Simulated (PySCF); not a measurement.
FS, doublet, geometry from GFN2-xTB; CASSCF(5,7)/cc-pVDZ (PySCF).

The PySCF input:
```python
from pyscf import gto, scf, mcscf
import numpy

mol = gto.M(
    atom='''
S    -0.00000000   -0.00000000   -0.58553682
F     0.00000000    0.00000000    1.04095435
''',
    basis='cc-pvdz',
    spin=1,
    verbose=4,
)

mf = scf.ROHF(mol)
mf.kernel()
mc = mcscf.CASSCF(mf, 7, 5)
mc.fix_spin_(ss=0.75)
mc.kernel()
occ = numpy.linalg.eigvalsh(mc.fcisolver.make_rdm1(mc.ci, mc.ncas, mc.nelecas))[::-1]
ss = mc.fcisolver.spin_square(mc.ci, mc.ncas, mc.nelecas)[0]
print('natural occupations', occ.round(4), ' <S^2>', round(ss, 4))
```

What the program printed (banner, timings and long lists left out):

```
PySCF version 2.14.0

[INPUT] verbose = 4
[INPUT] num. atoms = 2
[INPUT] num. electrons = 25
[INPUT] charge = 0
[INPUT] spin (= nelec alpha-beta = 2S) = 1
[INPUT] symmetry False subgroup None
[INPUT] Mole.unit = angstrom
[INPUT] Symbol           X                Y                Z      unit          X                Y                Z       unit  Magmom
[...]
nuclear repulsion = 46.8502502675622
number of shells = 10
number of NR pGTOs = 67
number of NR cGTOs = 32
basis = cc-pvdz
ecp = {}

******** <class 'pyscf.scf.rohf.ROHF'> ********
method = ROHF
initial guess = minao
damping factor = 0
level_shift factor = 0
DIIS = <class 'pyscf.scf.diis.CDIIS'>
diis_start_cycle = 1
diis_space = 8
diis_damp = 0
SCF conv_tol = 1e-09
SCF conv_tol_grad = None
SCF max_cycles = 50
direct_scf = True
direct_scf_tol = 1e-13
num. doubly occ = 12  num. singly occ = 1
Set gradient conv threshold to 3.16228e-05
init E= -496.805872661376
[...]
cycle= 1 E= -496.871785557866  delta_E= -0.0659  |g|= 0.365  |ddm|= 1.03
[...]
cycle= 2 E= -496.893970838577  delta_E= -0.0222  |g|= 0.205  |ddm|= 0.281
[...]
cycle= 3 E= -496.902493681527  delta_E= -0.00852  |g|= 0.0506  |ddm|= 0.106
[...]
cycle= 4 E= -496.903081457191  delta_E= -0.000588  |g|= 0.0101  |ddm|= 0.0237
[...]
cycle= 5 E= -496.903153051922  delta_E= -7.16e-05  |g|= 0.00286  |ddm|= 0.0117
[...]
cycle= 6 E= -496.90316003158  delta_E= -6.98e-06  |g|= 0.000598  |ddm|= 0.00405
[...]
cycle= 7 E= -496.903160298156  delta_E= -2.67e-07  |g|= 0.000124  |ddm|= 0.000799
[...]
cycle= 8 E= -496.9031603056  delta_E= -7.44e-09  |g|= 2.04e-05  |ddm|= 0.000131
[...]
cycle= 9 E= -496.903160305809  delta_E= -2.09e-10  |g|= 4.05e-06  |ddm|= 2.17e-05
[...]
Extra cycle  E= -496.903160305813  delta_E= -4.89e-12  |g|= 1.82e-06  |ddm|= 2.81e-06
converged SCF energy = -496.903160305813

******** <class 'pyscf.mcscf.mc1step.CASSCF'> ********
CAS (3e+2e, 7o), ncore = 10, nvir = 15
max_cycle_macro = 50
max_cycle_micro = 4
conv_tol = 1e-07
conv_tol_grad = None
orbital rotation max_stepsize = 0.02
orbital rotation threshold for CI restart = 0.01
augmented hessian ah_max_cycle = 30
augmented hessian ah_conv_tol = 1e-12
augmented hessian ah_linear dependence = 1e-14
augmented hessian ah_level shift = 1e-08
augmented hessian ah_start_tol = 2.5
augmented hessian ah_start_cycle = 3
augmented hessian ah_grad_trust_region = 3
kf_trust_region = 3
kf_interval = 4
ci_response_space = 4
ci_grad_trust_region = 3
with_dep4 0
natorb = False
canonicalization = True
sorting_mo_energy = False
ao2mo_level = 2
internal_rotation = False
******** <class 'pyscf.fci.addons.SpinPenaltyFCISolver'> ********
max. cycles = 50
conv_tol = 1e-08
davidson only = True
linear dependence = 1e-12
level shift = 0.001
max iter space = 12
nroots = 1
pspace_size = 400
spin = None
CASCI E = -496.919609146443  S^2 = 0.7500000
Set conv_tol_grad to 0.000316228
macro iter   1 ( 21 JK    4 micro), CASSCF E = -496.934323203053  dE = -1.47140566e-02  S^2 = 0.7500000
               |grad[o]|=0.0306  |grad[c]|=0.046  |ddm|=0.0237  |maxRot[o]|=0.278
macro iter   2 ( 21 JK    4 micro), CASSCF E = -496.939762437289  dE = -5.43923424e-03  S^2 = 0.7500000
               |grad[o]|=0.0303  |grad[c]|=0.0156  |ddm|=0.00545  |maxRot[o]|= 0.31
macro iter   3 ( 21 JK    4 micro), CASSCF E = -496.943279190751  dE = -3.51675346e-03  S^2 = 0.7500000
               |grad[o]|=0.0173  |grad[c]|=0.00795  |ddm|=0.00519  |maxRot[o]|=0.312
macro iter   4 ( 21 JK    4 micro), CASSCF E = -496.946875033692  dE = -3.59584294e-03  S^2 = 0.7500000
               |grad[o]|=0.0139  |grad[c]|=0.00804  |ddm|=0.00581  |maxRot[o]|=0.291
macro iter   5 ( 21 JK    4 micro), CASSCF E = -496.948826504291  dE = -1.95147060e-03  S^2 = 0.7500000
               |grad[o]|=0.00788  |grad[c]|=0.00776  |ddm|=0.00349  |maxRot[o]|=0.315
macro iter   6 ( 21 JK    4 micro), CASSCF E = -496.950673758184  dE = -1.84725389e-03  S^2 = 0.7500000
               |grad[o]|=0.00613  |grad[c]|=0.00745  |ddm|=0.00472  |maxRot[o]|=0.315
[...]
               |grad[o]|=0.0055  |grad[c]|=0.0122  |ddm|=0.00798  |maxRot[o]|=0.314
macro iter  15 ( 20 JK    4 micro), CASSCF E = -496.957352419902  dE = -1.22702241e-03  S^2 = 0.7500000
               |grad[o]|=0.00443  |grad[c]|=0.0112  |ddm|=0.00602  |maxRot[o]|=0.295
macro iter  16 ( 15 JK    4 micro), CASSCF E = -496.957522982596  dE = -1.70562694e-04  S^2 = 0.7500000
               |grad[o]|=0.00304  |grad[c]|=0.00308  |ddm|=0.00326  |maxRot[o]|=0.0622
macro iter  17 ( 14 JK    4 micro), CASSCF E = -496.957598325408  dE = -7.53428123e-05  S^2 = 0.7500000
               |grad[o]|=0.00148  |grad[c]|=0.00291  |ddm|=0.00175  |maxRot[o]|=0.0507
macro iter  18 ( 13 JK    4 micro), CASSCF E = -496.957627738374  dE = -2.94129651e-05  S^2 = 0.7500000
               |grad[o]|=0.00101  |grad[c]|=0.0017  |ddm|=0.0014  |maxRot[o]|=0.0371
macro iter  19 ( 11 JK    4 micro), CASSCF E = -496.957639857686  dE = -1.21193129e-05  S^2 = 0.7500000
               |grad[o]|=0.000459  |grad[c]|=0.0013  |ddm|=0.000961  |maxRot[o]|=0.0258
macro iter  20 (  6 JK    2 micro), CASSCF E = -496.957643000412  dE = -3.14272552e-06  S^2 = 0.7500000
               |grad[o]|=0.000231  |grad[c]|=0.00101  |ddm|=0.000422  |maxRot[o]|=0.00979
macro iter  21 (  4 JK    1 micro), CASSCF E = -496.957644075228  dE = -1.07481600e-06  S^2 = 0.7500000
               |grad[o]|=0.000148  |grad[c]|=0.000911  |ddm|=0.000194  |maxRot[o]|=0.00426
macro iter  22 (  3 JK    1 micro), CASSCF E = -496.957644926856  dE = -8.51627931e-07  S^2 = 0.7500000
               |grad[o]|=0.000127  |grad[c]|=0.00081  |ddm|=0.000159  |maxRot[o]|=0.00387
macro iter  23 (  3 JK    1 micro), CASSCF E = -496.957645604618  dE = -6.77762159e-07  S^2 = 0.7500000
               |grad[o]|=0.000116  |grad[c]|=0.000725  |ddm|=0.000153  |maxRot[o]|=0.00346
macro iter  24 (  3 JK    1 micro), CASSCF E = -496.957646144016  dE = -5.39398400e-07  S^2 = 0.7500000
               |grad[o]|=0.000101  |grad[c]|=0.000647  |ddm|=0.000136  |maxRot[o]|=0.0031
macro iter  25 (  3 JK    1 micro), CASSCF E = -496.957646574079  dE = -4.30063039e-07  S^2 = 0.7500000
               |grad[o]|=9.04e-05  |grad[c]|=0.000578  |ddm|=0.000121  |maxRot[o]|=0.00274
macro iter  26 (  3 JK    1 micro), CASSCF E = -496.957646917192  dE = -3.43112390e-07  S^2 = 0.7500000
               |grad[o]|=8.02e-05  |grad[c]|=0.000516  |ddm|=0.000106  |maxRot[o]|=0.00245
macro iter  27 (  3 JK    1 micro), CASSCF E = -496.957647191069  dE = -2.73877049e-07  S^2 = 0.7500000
               |grad[o]|=7.08e-05  |grad[c]|=0.000461  |ddm|=9.25e-05  |maxRot[o]|=0.00219
macro iter  28 (  3 JK    1 micro), CASSCF E = -496.957647409773  dE = -2.18704088e-07  S^2 = 0.7500000
               |grad[o]|=6.26e-05  |grad[c]|=0.000412  |ddm|=8.1e-05  |maxRot[o]|=0.00196
macro iter  29 (  2 JK    1 micro), CASSCF E = -496.957647584567  dE = -1.74794081e-07  S^2 = 0.7500000
               |grad[o]|=5.57e-05  |grad[c]|=0.000368  |ddm|=7.21e-05  |maxRot[o]|=0.00175
macro iter  30 (  3 JK    1 micro), CASSCF E = -496.957647724414  dE = -1.39846975e-07  S^2 = 0.7500000
               |grad[o]|=4.98e-05  |grad[c]|=0.000329  |ddm|=6.44e-05  |maxRot[o]|=0.00157
macro iter  31 (  2 JK    1 micro), CASSCF E = -496.957647836356  dE = -1.11942313e-07  S^2 = 0.7500000
               |grad[o]|=4.44e-05  |grad[c]|=0.000294  |ddm|=5.74e-05  |maxRot[o]|=0.0014
macro iter  32 (  2 JK    1 micro), CASSCF E = -496.957647925993  dE = -8.96366146e-08  S^2 = 0.7500000
               |grad[o]|=3.96e-05  |grad[c]|=0.000263  |ddm|=5.12e-05  |maxRot[o]|=0.00126
1-step CASSCF converged in  32 macro (371 JK  88 micro) steps
CASSCF canonicalization
Density matrix diagonal elements [1.96267262 1.97117085 0.99973515 0.04141824 0.00898276 0.00809002
 0.00793037]
CASSCF energy = -496.957647925993
CASCI E = -496.957647925993  E(CI) = -7.37219157068171  S^2 = 0.7500000
natural occupations [1.9726 1.9621 0.9998 0.0411 0.0092 0.0081 0.0072]  <S^2> 0.75
```
